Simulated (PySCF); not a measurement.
A series of related molecules.

All values: wB97X-D/def2-SVPD (PySCF) at PBE0-D3(BJ)/def2-SVP geometries, gas phase, one conformer each. Core orbitals are frozen in the response; Δα² is half the sum of the squared differences of the principal polarisabilities. Atoms past krypton carry effective core potentials.

(1) Rank by polarisability anisotropy Δα, highest first.
A. NbS(OMe)3, `C[O][Nb](=[S])([O]C)[O]C`
B. NbS(NH2)3, `[NH2][Nb]([NH2])([NH2])=[S]`
C. NbSCl3, `[S]=[Nb]([Cl])([Cl])[Cl]`
D. NbS(OSiH3)3, `[SiH3][O][Nb](=[S])([O][SiH3])[O][SiH3]`
E. NbSMe3, `[CH3][Nb]([CH3])([CH3])=[S]`
F. NbS(CH2SiH3)3, `[SiH3][CH2][Nb](=[S])([CH2][SiH3])[CH2][SiH3]`

(2) Rank by dipole moment, lowest first.
A. NbS(NH2)3, `[NH2][Nb]([NH2])([NH2])=[S]`
B. NbS(OSiH3)3, `[SiH3][O][Nb](=[S])([O][SiH3])[O][SiH3]`
C. NbSMe3, `[CH3][Nb]([CH3])([CH3])=[S]`
D. NbS(SMe)3, `C[S][Nb](=[S])([S]C)[S]C`
E. NbSCl3, `[S]=[Nb]([Cl])([Cl])[Cl]`
F. NbS(OMe)3, `C[O][Nb](=[S])([O]C)[O]C`

Results:

(1) F (4.39 Å³), B (2.93 Å³), E (2.54 Å³), C (1.92 Å³), D (1.20 Å³), A (0.60 Å³).

(2) E (0.49 D), D (1.20 D), F (2.18 D), B (2.38 D), C (3.42 D), A (4.42 D).

All values together:

| SMILES | formula | μ (D) | HOMO (eV) | LUMO (eV) | α (Å³) | Δα (Å³) | electrons | α per electron (Å³) | ΔSCF removal energy (eV) |
| --- | --- | --- | --- | --- | --- | --- | --- | --- | --- |
| [S]=[Nb]([Cl])([Cl])[Cl] | Cl3NbS | 0.49 | -10.42 | -1.89 | 15.25 | 1.92 | 108 | 0.141 | – |
| [SiH3][CH2][Nb](=[S])([CH2][SiH3])[CH2][SiH3] | C3H15NbSSi3 | 3.93 | -9.32 | -0.51 | 27.55 | 4.39 | 132 | 0.209 | – |
| [CH3][Nb]([CH3])([CH3])=[S] | C3H9NbS | 3.42 | -9.28 | -0.39 | 15.70 | 2.54 | 84 | 0.187 | 9.34 |
| [NH2][Nb]([NH2])([NH2])=[S] | H6N3NbS | 4.42 | -8.89 | 0.44 | 13.76 | 2.93 | 84 | 0.164 | 8.93 |
| C[O][Nb](=[S])([O]C)[O]C | C3H9NbO3S | 2.18 | -9.11 | 0.44 | 17.33 | 0.60 | 108 | 0.160 | – |
| [SiH3][O][Nb](=[S])([O][SiH3])[O][SiH3] | H9NbO3SSi3 | 2.38 | -9.30 | 0.06 | 22.88 | 1.20 | 132 | 0.173 | – |
| C[S][Nb](=[S])([S]C)[S]C | C3H9NbS4 | 1.20 | -8.84 | -1.02 | 25.75 | 4.52 | 132 | 0.195 | – |

Conformers: `[SiH3][CH2][Nb](=[S])([CH2][SiH3])[CH2][SiH3]` (singlet state); `[NH2][Nb]([NH2])([NH2])=[S]` (singlet state); `C[O][Nb](=[S])([O]C)[O]C` (singlet state); `[SiH3][O][Nb](=[S])([O][SiH3])[O][SiH3]` (singlet state); `C[S][Nb](=[S])([S]C)[S]C` (singlet state).

A dash marks a removal energy that wasn't run or isn't settled.

How closely does the mean polarisability follow the number of electrons in this set?

The correlation coefficient is 0.90; α per electron runs from 0.141 to 0.209 Å³.
